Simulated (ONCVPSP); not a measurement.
## An all-electron radial function and its pseudo partner (C (Z = 6))

Columns: radius, all-electron u(r) and pseudo u(r) of the 2s shell (level -13.75 eV) of carbon in the configuration [He] 2s2 2p2; PBE, scalar-relativistic, ONCV scheme, ONCVPSP 4.0.1.

```json
{"r (bohr)": "0.085", "all-electron": "-0.3110", "pseudo": "0.0572"}
{"r (bohr)": "0.170", "all-electron": "-0.3389", "pseudo": "0.1156"}
{"r (bohr)": "0.255", "all-electron": "-0.2335", "pseudo": "0.1773"}
{"r (bohr)": "0.340", "all-electron": "-0.0741", "pseudo": "0.2439"}
{"r (bohr)": "0.425", "all-electron": "0.0976", "pseudo": "0.3162"}
{"r (bohr)": "0.510", "all-electron": "0.2603", "pseudo": "0.3925"}
{"r (bohr)": "0.595", "all-electron": "0.4037", "pseudo": "0.4697"}
{"r (bohr)": "0.680", "all-electron": "0.5247", "pseudo": "0.5447"}
{"r (bohr)": "0.765", "all-electron": "0.6226", "pseudo": "0.6154"}
{"r (bohr)": "0.850", "all-electron": "0.6982", "pseudo": "0.6799"}
{"r (bohr)": "0.935", "all-electron": "0.7533", "pseudo": "0.7356"}
{"r (bohr)": "1.020", "all-electron": "0.7904", "pseudo": "0.7790"}
{"r (bohr)": "1.105", "all-electron": "0.8119", "pseudo": "0.8070"}
{"r (bohr)": "1.190", "all-electron": "0.8204", "pseudo": "0.8192"}
{"r (bohr)": "1.275", "all-electron": "0.8182", "pseudo": "0.8181"}
{"r (bohr)": "1.360", "all-electron": "0.8074", "pseudo": "0.8074"}
{"r (bohr)": "1.445", "all-electron": "0.7899", "pseudo": "0.7899"}
{"r (bohr)": "1.530", "all-electron": "0.7671", "pseudo": "0.7671"}
{"r (bohr)": "1.615", "all-electron": "0.7405", "pseudo": "0.7405"}
{"r (bohr)": "1.700", "all-electron": "0.7111", "pseudo": "0.7111"}
{"r (bohr)": "1.785", "all-electron": "0.6799", "pseudo": "0.6799"}
{"r (bohr)": "1.870", "all-electron": "0.6475", "pseudo": "0.6475"}
{"r (bohr)": "1.955", "all-electron": "0.6147", "pseudo": "0.6146"}
{"r (bohr)": "2.040", "all-electron": "0.5818", "pseudo": "0.5818"}
{"r (bohr)": "2.125", "all-electron": "0.5493", "pseudo": "0.5492"}
{"r (bohr)": "2.210", "all-electron": "0.5174", "pseudo": "0.5174"}
```

How many radial nodes do the two functions have?

The all-electron 2s function has n − l − 1 = 1; the pseudo-wave has 0, since the states of the same l below it are removed with the core.

At about which radius was the pseudo-wave matched?

1.35 bohr, where the columns begin to agree (steps of 0.09 bohr).

Is the pseudo-wave norm-conserving?

Yes: the ONCV scheme keeps the norm inside the radius equal to the all-electron one, which fixes the energy derivative of the logarithmic derivative at the level.
